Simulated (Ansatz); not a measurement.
`[BH2][SnH]([OH])[F]`, charge 0, multiplicity 1.

**Question.** Give a relaxed structure at PBE0-D4/def2-TZVP (the Gaussian-basis code of Ansatz). (An estimate is asked.)

**Answer.** The calculation gave: 
Cartesian coordinates in Å:
```
B 1.332 0.434 -1.028
Sn -0.464 -0.404 0.026
O -0.354 0.201 1.887
F -2.060 0.462 -0.633
H 1.194 1.031 -2.049
H 2.416 0.271 -0.564
H -0.899 -2.056 -0.019
H -1.166 0.062 2.380
```
